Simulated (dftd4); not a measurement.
C₂H₈AlO, charge +1, singlet, geometry from GFN2-xTB (such geometries of metal compounds can be far from the true shape); D4 for b3lyp (dftd4).

Here is a job for dftd4.
```
$ dftd4 mol.xyz --func b3lyp --charge 1 --json dftd4.json --noedisp

# file mol.xyz
12

Al     0.21641865    -0.18066494     0.17099896
C      1.81494572     0.04273391    -0.95502778
H      2.67333236    -0.49931717    -0.54443806
H      2.11614400     1.09517569    -1.04160101
H      1.65906473    -0.33509978    -1.97423916
C     -0.93205662    -0.77976423     1.65262531
H     -1.78967520    -1.36770981     1.29955395
H     -1.33259592     0.06256565     2.23219209
H     -0.38141664    -1.41395978     2.35535038
O     -1.03159712     0.86117084    -0.81509626
H     -0.84262559     1.33721661    -1.63776425
H     -1.96022781     1.00258793    -0.57685548
```

### Question
Predict the main parts of the log of this dftd4 run.

### Answer

```
                    ____  _____ _____     ____  _  _
      -------------|  _ \|  ___|_   _|---|  _ \| || |------------
     |             | | | | |_    | | ___ | | | | || |_           |
     |             | |_| |  _|   | ||___|| |_| |__   _|          |
     |             |____/|_|     |_|     |____/   |_|            |
     |             ===================================           |
     |            E. Caldeweyher, S. Ehlert & S. Grimme          |
     |          Mulliken Center for Theoretical Chemistry        |
     |                    University of Bonn                     |
      -----------------------------------------------------------

Rational (Becke-Johnson) damping: b3lyp-D4-ATM
---------------------
  s6         1.0000
  s8         2.0293
  s9         1.0000
  a1         0.4087
  a2         4.5381
 alp        16.0000
--------------------

Dispersion energy:      -9.0647777431048E-03 Eh

[Info] JSON dump of results written to 'dftd4.json'
```
